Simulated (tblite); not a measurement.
Record of a relaxation.

Species: C6H8GeN2.
SMILES with atom numbers: `[N:1]#[C:2][GeH2:3][C@@H:4]1[CH2:5][CH2:6][C@@H:7]1[C:8]#[N:9]` (hydrogens: H10, H11 on Ge3; H12 on C4; H13, H14 on C5; H15, H16 on C6; H17 on C7)

Computed with GFN2-xTB (tblite), gas phase: L-BFGS steps from a force-field or distance-geometry start until the largest atomic force falls under 0.01 eV/Å. 8 of its 152 geometries are shown.

Step 0: E = -668.0678 eV, largest atomic force 2.915 eV/Å
```
atom  x, y, z in Å  |  force x, y, z in eV/Å
N1      1.961    3.058   -0.302   -0.039  -2.058   0.441
C2      1.941    1.930   -0.026    0.079   1.974  -0.364
Ge3     1.923    0.081    0.467    2.004  -0.051   0.471
C4      0.265   -0.757    0.062    1.160  -0.541   0.589
C5     -0.430   -0.385   -1.213    0.463  -1.677  -1.449
C6     -1.704   -0.817   -0.494   -0.965   1.072  -0.991
C7     -0.979   -0.332    0.761   -1.983  -1.124   1.817
C8     -1.202    1.087    0.965    0.631  -2.491  -0.039
N9     -1.373    2.191    1.126   -0.311   1.837   0.238
H10     3.029   -0.641   -0.364   -0.368   0.460   0.295
H11     2.362   -0.060    1.947   -0.189   0.198  -0.521
H12     0.361   -1.877    0.158   -0.024   0.922  -0.143
H13    -0.391    0.694   -1.405    0.005  -0.470  -0.294
H14    -0.080   -1.064   -2.016   -0.402   0.945  -0.347
H15    -1.852   -1.914   -0.535   -0.150   0.792   0.101
H16    -2.583   -0.217   -0.778   -0.077  -0.655   0.102
H17    -1.255   -0.965    1.638    0.167   0.867   0.095
```

Step 22: E = -668.7297 eV, largest atomic force 0.204 eV/Å
```
atom  x, y, z in Å  |  force x, y, z in eV/Å
N1      2.027    3.090   -0.341   -0.047  -0.079   0.040
C2      1.962    2.003    0.011    0.031  -0.034  -0.014
Ge3     1.985    0.151    0.514   -0.137   0.080  -0.058
C4      0.272   -0.789    0.066    0.037   0.028   0.184
C5     -0.442   -0.545   -1.277    0.149   0.026   0.137
C6     -1.778   -0.742   -0.554    0.029   0.004  -0.015
C7     -1.061   -0.427    0.777    0.043   0.002  -0.003
C8     -1.151    0.973    1.097    0.021  -0.050  -0.139
N9     -1.221    2.100    1.282    0.037  -0.040   0.094
H10     3.126   -0.420   -0.282   -0.032  -0.033  -0.077
H11     2.415    0.081    1.958   -0.172   0.027  -0.045
H12     0.450   -1.861    0.204    0.026   0.030  -0.023
H13    -0.339    0.494   -1.593    0.084  -0.049  -0.115
H14    -0.193   -1.220   -2.095   -0.057   0.063   0.018
H15    -2.114   -1.776   -0.592   -0.028  -0.018   0.043
H16    -2.595   -0.083   -0.833   -0.041   0.068  -0.028
H17    -1.349   -1.018    1.649    0.058  -0.025   0.001
```

Step 43: E = -668.7907 eV, largest atomic force 0.149 eV/Å
```
atom  x, y, z in Å  |  force x, y, z in eV/Å
N1      1.922    3.182   -0.395   -0.028  -0.058  -0.013
C2      1.869    2.088   -0.065   -0.045   0.012  -0.042
Ge3     1.895    0.256    0.482    0.077  -0.125   0.027
C4      0.286   -0.836    0.051    0.027   0.005  -0.011
C5     -0.413   -0.684   -1.312   -0.019   0.030  -0.006
C6     -1.769   -0.625   -0.600   -0.057   0.002   0.050
C7     -1.046   -0.470    0.753    0.031   0.002   0.005
C8     -1.020    0.875    1.252   -0.051   0.006   0.034
N9     -0.947    1.950    1.637    0.015  -0.025  -0.017
H10     3.091   -0.343   -0.214   -0.018   0.058   0.001
H11     2.160    0.259    1.958   -0.008   0.024   0.014
H12     0.548   -1.878    0.253   -0.014   0.009  -0.027
H13    -0.175    0.253   -1.816    0.034   0.009   0.009
H14    -0.281   -1.505   -2.016    0.030  -0.002   0.026
H15    -2.327   -1.558   -0.648    0.006  -0.022  -0.041
H16    -2.427    0.195   -0.879    0.010   0.048  -0.013
H17    -1.373   -1.145    1.549    0.011   0.027   0.005
```

Step 65: E = -668.8260 eV, largest atomic force 0.121 eV/Å
```
atom  x, y, z in Å  |  force x, y, z in eV/Å
N1      1.444    2.977   -0.694    0.013   0.062  -0.043
C2      1.622    1.956   -0.210    0.004  -0.089   0.014
Ge3     1.894    0.214    0.532   -0.006   0.070  -0.011
C4      0.314   -0.904    0.071    0.006   0.005  -0.004
C5     -0.341   -0.681   -1.307   -0.023   0.029   0.023
C6     -1.701   -0.471   -0.625    0.005  -0.002   0.002
C7     -1.013   -0.484    0.756   -0.019  -0.001  -0.012
C8     -0.923    0.805    1.379   -0.029  -0.117   0.000
N9     -0.800    1.828    1.877    0.003   0.071   0.023
H10     3.162   -0.293   -0.095    0.012  -0.023  -0.021
H11     2.090    0.381    2.007    0.015  -0.010   0.011
H12     0.533   -1.958    0.251    0.013  -0.009   0.017
H13     0.021    0.215   -1.815   -0.031  -0.025   0.001
H14    -0.290   -1.523   -1.997    0.022   0.032   0.044
H15    -2.386   -1.309   -0.747    0.006   0.033  -0.036
H16    -2.216    0.456   -0.872    0.018  -0.020  -0.005
H17    -1.417   -1.197    1.479   -0.011  -0.008  -0.004
```

Step 86: E = -668.8395 eV, largest atomic force 0.057 eV/Å
```
atom  x, y, z in Å  |  force x, y, z in eV/Å
N1      1.328    2.911   -0.922    0.003   0.028   0.011
C2      1.530    1.951   -0.332   -0.010  -0.015  -0.026
Ge3     1.847    0.283    0.545    0.041  -0.017  -0.036
C4      0.315   -0.917    0.113    0.018  -0.002   0.018
C5     -0.304   -0.718   -1.283    0.017  -0.015   0.015
C6     -1.650   -0.353   -0.645    0.025  -0.006   0.008
C7     -1.043   -0.541    0.762    0.020  -0.009  -0.013
C8     -0.938    0.661    1.534   -0.024  -0.044  -0.028
N9     -0.750    1.630    2.115   -0.031   0.020   0.032
H10     3.102   -0.257   -0.088    0.011   0.019   0.002
H11     2.082    0.551    1.997    0.004  -0.010   0.016
H12     0.597   -1.952    0.308   -0.011  -0.015   0.029
H13     0.144    0.090   -1.862   -0.011   0.037  -0.027
H14    -0.322   -1.615   -1.897   -0.017  -0.035  -0.014
H15    -2.459   -1.045   -0.867   -0.007   0.005   0.010
H16    -1.983    0.663   -0.846   -0.010   0.038  -0.009
H17    -1.501   -1.332    1.359   -0.017   0.019   0.013
```

Step 108: E = -668.8557 eV, largest atomic force 0.149 eV/Å
```
atom  x, y, z in Å  |  force x, y, z in eV/Å
N1      1.180    2.876   -1.131   -0.004   0.009   0.044
C2      1.420    1.960   -0.488   -0.027  -0.037  -0.056
Ge3     1.810    0.355    0.481    0.024   0.032   0.019
C4      0.337   -0.942    0.150    0.015  -0.017  -0.010
C5     -0.272   -0.829   -1.258    0.014   0.019  -0.068
C6     -1.516   -0.164   -0.659   -0.060  -0.005  -0.009
C7     -1.040   -0.569    0.752    0.011   0.000  -0.003
C8     -1.013    0.473    1.733    0.032   0.132   0.062
N9     -0.929    1.323    2.497    0.001  -0.079  -0.077
H10     3.090   -0.156   -0.127   -0.026   0.015   0.005
H11     2.032    0.737    1.908    0.017  -0.007   0.042
H12     0.671   -1.944    0.425    0.011  -0.004  -0.003
H13     0.281   -0.214   -1.970    0.006  -0.008  -0.002
H14    -0.475   -1.797   -1.719   -0.023   0.036   0.049
H15    -2.474   -0.581   -0.963   -0.019  -0.007   0.010
H16    -1.539    0.919   -0.803    0.066  -0.096   0.044
H17    -1.569   -1.435    1.162   -0.037   0.017  -0.048
```

Step 129: E = -668.8626 eV, largest atomic force 0.030 eV/Å
```
atom  x, y, z in Å  |  force x, y, z in eV/Å
N1      1.075    2.894   -1.067   -0.009  -0.019   0.012
C2      1.345    1.956   -0.469    0.008   0.011  -0.005
Ge3     1.797    0.356    0.481   -0.002   0.009   0.003
C4      0.342   -0.966    0.149   -0.005   0.002   0.004
C5     -0.269   -0.863   -1.261   -0.001   0.003   0.003
C6     -1.487   -0.146   -0.666    0.009  -0.010  -0.023
C7     -1.034   -0.571    0.744    0.008   0.027   0.011
C8     -0.980    0.477    1.719    0.004  -0.020  -0.001
N9     -0.859    1.333    2.469   -0.010   0.005   0.004
H10     3.087   -0.114   -0.137   -0.018   0.005  -0.011
H11     2.017    0.737    1.910    0.019  -0.021   0.009
H12     0.675   -1.965    0.434    0.006   0.010   0.001
H13     0.297   -0.287   -1.994    0.004  -0.018   0.001
H14    -0.516   -1.835   -1.686    0.004   0.006  -0.002
H15    -2.465   -0.506   -0.976   -0.011  -0.007  -0.002
H16    -1.440    0.935   -0.799   -0.003   0.006  -0.005
H17    -1.593   -1.424    1.138   -0.001   0.011   0.003
```

Step 151: E = -668.8688 eV, largest atomic force 0.009 eV/Å
```
atom  x, y, z in Å  |  force x, y, z in eV/Å
N1      0.949    2.953   -0.858    0.003  -0.007   0.005
C2      1.277    1.988   -0.337   -0.003   0.006  -0.005
Ge3     1.806    0.335    0.468   -0.001  -0.001  -0.004
C4      0.335   -0.975    0.166    0.001   0.002   0.001
C5     -0.254   -0.913   -1.254    0.001  -0.002   0.000
C6     -1.466   -0.153   -0.704   -0.002   0.004   0.003
C7     -1.037   -0.529    0.729    0.002  -0.001   0.002
C8     -0.967    0.550    1.668   -0.001   0.005   0.000
N9     -0.834    1.424    2.396    0.001  -0.007  -0.003
H10     3.036   -0.086   -0.291   -0.001  -0.001   0.000
H11     2.145    0.605    1.900   -0.001   0.001   0.003
H12     0.648   -1.969    0.493   -0.002   0.001   0.000
H13     0.336   -0.378   -2.000    0.000   0.001   0.001
H14    -0.512   -1.895   -1.648    0.001   0.000   0.001
H15    -2.446   -0.512   -1.010   -0.001  -0.001   0.000
H16    -1.403    0.921   -0.880    0.000  -0.002  -0.001
H17    -1.620   -1.352    1.151    0.000   0.003  -0.004
```

**Question.** Summarise the path.

**Answer.** The energy falls by 18.47 kcal/mol from step 0 to step 151; nine tenths of that is first reached at step 43. It falls at every step. The largest force goes from 2.915 to 0.009 eV/Å. Among the bonds Ge3–C4 changes most, from 1.902 to 1.993 Å; the atoms move by 0.970 Å rms after alignment.

**Question.** Follow the three bonds and two angles with the largest change from start to end.

**Answer.** 
| step | E above end (kcal/mol) | largest force (eV/Å) | Ge3–C4 (Å) | C4–C7 (Å) | Ge3–H10 (Å) | H13–C5–H14 (°) | Ge3–C4–C7 (°) |
| --- | --- | --- | --- | --- | --- | --- | --- |
| 0 | 18.47 | 2.915 | 1.902 | 1.489 | 1.560 | 117.7 | 120.1 |
| 7 | 5.52 | 0.418 | 1.959 | 1.546 | 1.495 | 110.4 | 124.5 |
| 13 | 4.48 | 0.197 | 1.980 | 1.552 | 1.501 | 108.9 | 123.9 |
| 20 | 3.53 | 0.219 | 1.991 | 1.549 | 1.510 | 110.6 | 122.3 |
| 26 | 2.75 | 0.153 | 1.988 | 1.547 | 1.510 | 108.2 | 121.3 |
| 33 | 2.10 | 0.113 | 1.989 | 1.550 | 1.503 | 109.6 | 119.0 |
| 39 | 1.96 | 0.074 | 1.990 | 1.551 | 1.503 | 108.9 | 118.7 |
| 46 | 1.72 | 0.093 | 1.989 | 1.549 | 1.500 | 108.9 | 117.7 |
| 53 | 1.44 | 0.114 | 1.991 | 1.551 | 1.512 | 109.0 | 117.8 |
| 59 | 1.14 | 0.121 | 1.990 | 1.550 | 1.504 | 108.6 | 115.7 |
| 66 | 0.97 | 0.165 | 1.989 | 1.552 | 1.504 | 108.9 | 115.1 |
| 72 | 0.88 | 0.110 | 1.994 | 1.552 | 1.503 | 108.7 | 115.5 |
| 79 | 0.76 | 0.061 | 1.994 | 1.553 | 1.505 | 108.8 | 115.9 |
| 85 | 0.69 | 0.100 | 1.993 | 1.551 | 1.507 | 108.5 | 115.9 |
| 92 | 0.59 | 0.101 | 1.995 | 1.551 | 1.505 | 109.2 | 116.0 |
| 98 | 0.49 | 0.102 | 1.993 | 1.550 | 1.505 | 108.3 | 116.4 |
| 105 | 0.38 | 0.101 | 1.995 | 1.551 | 1.505 | 109.2 | 116.5 |
| 112 | 0.21 | 0.036 | 1.992 | 1.549 | 1.505 | 108.9 | 115.0 |
| 118 | 0.19 | 0.046 | 1.993 | 1.549 | 1.504 | 108.9 | 114.7 |
| 125 | 0.16 | 0.029 | 1.994 | 1.550 | 1.505 | 108.8 | 114.6 |
| 131 | 0.13 | 0.067 | 1.994 | 1.549 | 1.505 | 108.9 | 114.5 |
| 138 | 0.05 | 0.072 | 1.993 | 1.549 | 1.505 | 109.0 | 114.2 |
| 144 | 0.00 | 0.026 | 1.992 | 1.549 | 1.505 | 108.9 | 114.2 |
| 151 | 0.00 | 0.009 | 1.993 | 1.549 | 1.505 | 108.9 | 114.2 |

What follows is the cost of the whole relaxation. On an Arm Neoverse N1 with one thread, no GPU, shared host with 64 logical CPUs at a one-minute load of 60, this took 2.0 s of wall time.
